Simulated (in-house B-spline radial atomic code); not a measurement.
Atomic self-consistent-field run: F3+ (an excited or competing configuration). Level of theory: Dirac-Hartree-Fock, average of the jj configuration, Fermi nucleus of rms radius 2.8976 fm; calculated with an all-electron radial atomic-structure program (B-spline basis).

In the input, a minus or plus after the letter marks the j = l - 1/2 or j = l + 1/2 subshell.

Command:
```bash
python run_scf.py task.json out
```
Settings (nuclear radius in fm, mass in u):
```
Z                9
configuration    1s2 2s1 2p-1 2p+1 6f-1
hamiltonian      dirac
method           hf
spin_polarised   False
nucleus          fermi
rms_radius       2.8976
atomic_mass      18.9984
speed_of_light   137.035999084
```

Output (hartree, bohr):
```
 radial grid: 80 intervals, B-splines of order 8, outer radius 51.8919 bohr

 iter        energy (Eh)    residual
    1        -90.1707907    2.50e-01
    2        -91.8277164    3.23e-02
    3        -91.8555378    1.35e-02
    4        -91.8609064    5.87e-03
    5        -91.8621310    1.11e-03
    6        -91.8621549    2.60e-05
    7        -91.8621549    8.22e-08

 total energy                      -91.862155
 kinetic                             92.04292
 electron-nucleus                  -202.20215
 electron-electron                   18.29708

 first-order corrections (not in the total)
   Gaunt                            0.01086
   retardation                     -0.00038
   frequency dependence            -0.00000
   self-energy                      0.00759
   Uehling                         -0.00039
   Wichmann-Kroll                   0.00000
   recoil                           0.00247

 orbital      occ     eigenvalue          <r>       <r^2>       <1/r>     <1/r^3>       <r^4>       r_max    small
 1s1/2      2.000      -30.36544      0.17505   0.0412443     8.66253           -   0.0044098      0.1144  9.96e-04
 2s1/2      1.000       -4.63776      0.84117    0.831436      1.7223           -     1.18938      0.7005  1.56e-04
 2p1/2      1.000       -3.98921     0.773383    0.730972     1.65538           -     1.05726      0.5975  1.46e-04
 2p3/2      1.000       -3.98466     0.774308    0.732559     1.65256      13.366     1.06121      0.5983  1.46e-04
 6f5/2      1.000       -0.22257      11.9733     162.471    0.111616   0.0072908     35653.8       13.06  5.97e-06
```

Run time, properties included: 0.8 s on 1 thread of x86-64 server CPU, on a shared host.

For the Dirac Hamiltonian the kinetic term is c α·p + (β - 1)c².
